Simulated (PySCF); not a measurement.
Isomers of C4H10O3Si, mass 134.040 u with the commonest isotopes. Method: PBE0-D3(BJ)/def2-SVP geometry optimisation, gas phase (PySCF 2.14.0). One conformer each, none proved a minimum here; rigid rotors.

Task: Order these by dipole moment, smallest first.
A. `[CH3:1][O:2][CH2:3][SiH:4]1[O:5][CH2:6][CH2:7][O:8]1` with C1–O2–C3–Si4 179°, O2–C3–Si4–O5 52°, C3–Si4–O5–C6 -99°, Si4–O5–C6–C7 -31°, O5–C6–C7–O8 34°, C6–C7–O8–Si4 -22°
B. `[CH3:1][O:2][SiH2:3][O:4][CH2:5][C:6]([CH3:7])=[O:8]` with C1–O2–Si3–O4 -120°, O2–Si3–O4–C5 38°, Si3–O4–C5–C6 40°, O4–C5–C6–C7 169°
C. `[CH3:1][O:2][CH2:3][SiH2:4][O:5][C:6]([CH3:7])=[O:8]` with C1–O2–C3–Si4 178°, O2–C3–Si4–O5 -68°, C3–Si4–O5–C6 -179°, Si4–O5–C6–C7 -179°
D. `[CH3:1][O:2][SiH:3]([O:4][CH3:5])[C:6]([CH3:7])=[O:8]` with C1–O2–Si3–O4 174°, O2–Si3–O4–C5 -58°, O2–Si3–C6–C7 -121°

Result: A (1.12 D), D (1.95 D), C (2.84 D), B (3.43 D).

Task: Order these by radius of gyration √(Σ m r²/M), smallest first.
A. `[CH3:1][O:2][CH2:3][SiH:4]1[O:5][CH2:6][CH2:7][O:8]1` with C1–O2–C3–Si4 179°, O2–C3–Si4–O5 52°, C3–Si4–O5–C6 -99°, Si4–O5–C6–C7 -31°, O5–C6–C7–O8 34°, C6–C7–O8–Si4 -22°
B. `[CH3:1][O:2][SiH2:3][O:4][CH2:5][C:6]([CH3:7])=[O:8]` with C1–O2–Si3–O4 -120°, O2–Si3–O4–C5 38°, Si3–O4–C5–C6 40°, O4–C5–C6–C7 169°
C. `[CH3:1][O:2][SiH:3]([O:4][CH3:5])[C:6]([CH3:7])=[O:8]` with C1–O2–Si3–O4 174°, O2–Si3–O4–C5 -58°, O2–Si3–C6–C7 -121°
D. `[CH3:1][O:2][CH2:3][SiH2:4][O:5][C:6]([CH3:7])=[O:8]` with C1–O2–C3–Si4 178°, O2–C3–Si4–O5 -68°, C3–Si4–O5–C6 -179°, Si4–O5–C6–C7 -179°

Result: A (2.029 Å), B (2.054 Å), C (2.104 Å), D (2.412 Å).

Task: Order these by rotational constant B, smallest first.
A. `[CH3:1][O:2][CH2:3][SiH:4]1[O:5][CH2:6][CH2:7][O:8]1` with C1–O2–C3–Si4 179°, O2–C3–Si4–O5 52°, C3–Si4–O5–C6 -99°, Si4–O5–C6–C7 -31°, O5–C6–C7–O8 34°, C6–C7–O8–Si4 -22°
B. `[CH3:1][O:2][SiH:3]([O:4][CH3:5])[C:6]([CH3:7])=[O:8]` with C1–O2–Si3–O4 174°, O2–Si3–O4–C5 -58°, O2–Si3–C6–C7 -121°
C. `[CH3:1][O:2][CH2:3][SiH2:4][O:5][C:6]([CH3:7])=[O:8]` with C1–O2–C3–Si4 178°, O2–C3–Si4–O5 -68°, C3–Si4–O5–C6 -179°, Si4–O5–C6–C7 -179°
D. `[CH3:1][O:2][SiH2:3][O:4][CH2:5][C:6]([CH3:7])=[O:8]` with C1–O2–Si3–O4 -120°, O2–Si3–O4–C5 38°, Si3–O4–C5–C6 40°, O4–C5–C6–C7 169°

Result: C (757.7 MHz), A (1100 MHz), D (1238 MHz), B (1459 MHz).

| SMILES | point group | Ia (u·Å²) | Ib (u·Å²) | Ic (u·Å²) | κ | μa (D) | μb (D) | μc (D) |
| --- | --- | --- | --- | --- | --- | --- | --- | --- |
| CO[SiH2]OCC(C)=O | C1 | 194.89 | 408.15 | 528.24 | -0.66 | 3.15 | 0.98 | 0.93 |
| CO[SiH](OC)C(C)=O | C1 | 270.31 | 346.44 | 569.96 | 0.16 | 1.87 | 0.55 | 0.06 |
| COC[SiH2]OC(C)=O | C1 | 131.36 | 666.95 | 760.87 | -0.94 | 1.95 | 1.45 | 1.47 |
| COC[SiH]1OCCO1 | C1 | 162.99 | 459.42 | 480.71 | -0.95 | 1.07 | 0.34 | 0.13 |
